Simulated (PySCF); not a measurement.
Distorted geometries of [Bi(SH)3]2+

[Bi(SH)3]2+ (singlet). PySCF 2.14.0, RKS TPSS, Bi def2-SVP with ECP60, S def2-SVP, H def2-SVP; non-relativistic Hamiltonian with scalar-relativistic core potentials where named; density fitting; no spin-orbit coupling. Relaxed geometry:

```xyz
7

Bi    0.6277   -0.2054    0.1037
S    -0.3858    0.4635    2.2707
H    -1.6751    0.5192    1.8056
S    -0.3887   -0.5294   -2.1522
H    -1.6765   -0.2681   -1.7586
S     3.0749   -0.4423    0.3589
H     3.2954   -0.7645   -0.9568
```

Problem. Order these distorted geometries by energy above the relaxed one, lowest first.
A.
```xyz
7

Bi    0.6579   -0.3031    0.1582
S    -0.3330    0.4448    2.3196
H    -1.7248    0.5599    1.8151
S    -0.4646   -0.5470   -2.2026
H    -1.6566   -0.2795   -1.8245
S     3.0553   -0.3963    0.2781
H     3.3376   -0.7057   -0.8726
```
B.
```xyz
7

Bi    0.5788   -0.2936    0.3133
S    -0.4802    0.4068    2.5582
H    -1.6899    0.4679    1.8125
S    -0.2102   -0.4561   -2.2466
H    -1.6503   -0.2806   -1.8701
S     2.8743   -0.5122    0.2517
H     3.4492   -0.5591   -1.1478
```
C.
```xyz
7

Bi    0.6498   -0.1592    0.0761
S    -0.3684    0.4450    2.2787
H    -1.6917    0.5624    1.7969
S    -0.3706   -0.5605   -2.1562
H    -1.6943   -0.2761   -1.7294
S     3.0706   -0.4502    0.3903
H     3.2763   -0.7882   -0.9852
```

Solution. C (0.09 eV), A (0.71 eV), B (1.07 eV).

Problem. Which forces (eV/Å) act in the one that lies 0.09 eV up?

Solution. 
```
Bi  -0.16  0.07  0.31
S   -0.78  0.04 -0.49
H    0.82 -0.07  0.32
S   -0.96  0.21  0.27
H    0.91 -0.21 -0.34
S    0.24 -0.31 -1.24
H   -0.06  0.27  1.17
```
Forces carry noise of the integration grid, about 0.01 to 0.03 eV/Å.

No frequency check is given that shows the relaxed geometry to be a minimum.
